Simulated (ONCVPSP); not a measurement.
Potentials for arsenic (As) compared

Generated with ld1.x 7.5 (TM, RRKJ, ultrasoft, PAW), atompaw 4.2 or ONCVPSP 4.0.1. The cutoff is in Ry: for ld1.x and atompaw files where the sum of valence levels is converged to 10 mRy in a Bessel basis, for ONCV files where the hardest occupied wave has 1 mHa per electron of residual kinetic energy. The error is the largest all-electron minus pseudo excitation energy over each file’s own four to seven test configurations (ionisations up to +4, promotions, holes and added fractions of an electron), all of which were solved. The labels leave out finer settings (local radius, basis sizes, second energies), which also bear on the numbers. Spin-polarised tests are not counted. The rows are a selection from randomly drawn settings: files with unsolved tests, undetermined cutoffs or missed reference levels are left out.

A true bound ghost makes a file unfit for plane-wave use even where its test errors are small: the radial tests pick states by their node count and pass the ghost by.

```csv
potential,cutoff (Ry),largest error (meV),bound ghosts
"ONCV, Wu-Cohen, scalar-relativistic, rc 1.40/1.85/1.30 (spd), local smoothed, core correction yes, reference 3d10 4s2 4p2.5, qcut 5/4/12.5, projectors 2/3/2",128,-2.4,p
"ONCV, PBEsol, scalar-relativistic, rc 1.60/1.85 (sp), local smoothed, core correction yes, reference 4s2 4p2, qcut 4.7/4.6, projectors 2/2",20,-44,none
"ONCV, PBE, scalar-relativistic, rc 1.00/1.20/1.15 (spd), local smoothed, core correction no, reference 3s2 3p6 3d10 4s1.75 4p3.25, qcut 10/13.3/15.5, projectors 2/2/2",179,-15,none
"ONCV, PBE, fully relativistic, rc 0.85/1.20/1.00 (spd), local smoothed, core correction yes, reference 3s2 3p6 3d10 4s1 4p4, qcut 14/13.2/16.7, projectors 2/2/2",218,+2.3,p3/2
"ONCV, PBE, fully relativistic, rc 1.60/1.05/0.65 (spd), local smoothed, core correction no, reference 3p6 3d10 4s2 4p3, qcut 4.6/12.3/28.9, projectors 1/2/1",540,+21,s
"ONCV, PBEsol, scalar-relativistic, rc 1.45/1.90/0.85 (spd), local smoothed, core correction yes, reference 3d10 4s2 4p3, qcut 5.7/4.5/17.3, projectors 2/2/3",259,-19,"s, p"
"ONCV, PBEsol, scalar-relativistic, rc 1.75/1.90/1.75 (spd), local smoothed, core correction yes, reference 4s2 4p1, qcut 3.5/4.2/5.1, projectors 1/2/2",61,-56,s
```

Q: Fill in the row for As: ONCV, Wu-Cohen, scalar-relativistic, rc 1.20/1.10/1.15 (spd), local smoothed, core correction yes, reference 3s2 3p6 3d10 4s1.75 4p3.25, qcut 7.8/9.7/12.5, projectors 2/2/2.

A: cutoff 141 Ry, largest error -920 meV, bound ghosts: none.

Q: Fill in the row for As: ONCV, PBE, non-relativistic, rc 0.95/0.90/1.05 (spd), local smoothed, core correction no, reference 3s2 3p6 3d10 4s2 4p1, qcut 10.3/13.6/13.5, projectors 2/2/2.

A: cutoff 177 Ry, largest error -82 meV, bound ghosts: none.
